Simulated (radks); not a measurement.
Question: Radial electron density D(r) = 4 pi r^2 rho(r) of an atom or ion with 67 electrons. All-electron calculation, Dirac Kohn-Sham, LDA (Slater exchange, Perdew-Zunger correlation), spin-unpolarised, spherical densities, point nucleus. Program: a radial shooting solver on a logarithmic mesh with Libxc functionals.

```
   r/bohr * D(r) (the largest magnitude, 124, reaches the edge; | marks zero)
  0.00296 |            *
 0.003916 |                 *
 0.005181 |                        *
 0.006855 |                               *
 0.009071 |                                     *
    0.012 |                                         *
  0.01575 |                                         *
  0.02084 |                                      *
  0.02758 |                                     *
  0.03649 |                                         *
  0.04828 |                                                  *
  0.06388 |                                                      *
  0.08452 |                                               *
   0.1118 |                                         *
    0.148 |                                              *
   0.1958 |                                              *
   0.2591 |                              *
   0.3428 |                      *
   0.4535 |                           *
   0.6001 |                     *
    0.794 |           *
    1.051 |      *
     1.39 |   *
    1.839 | *
    2.433 |*
     3.22 *
     4.26 *
```

What is the nuclear charge?

Answer: Z = 69. The innermost maximum, from 1s, lies near gamma/Z bohr with gamma = sqrt(1 - (Z/c)^2) = 0.864, here 0.0125 bohr (found: 0.0139), and its height grows with Z. The density is that of the thulium ion Tm2+ in [Xe] 4f13; the configuration itself is not fixed sharply by these data, and Z only to a few units. D(r) has 4 maxima, at r = 0.0139, 0.0619, 0.171, 0.465 bohr, and minima at 0.0267, 0.112, 0.329 bohr, inside which lie 2.01, 11.14, 29.63 electrons.
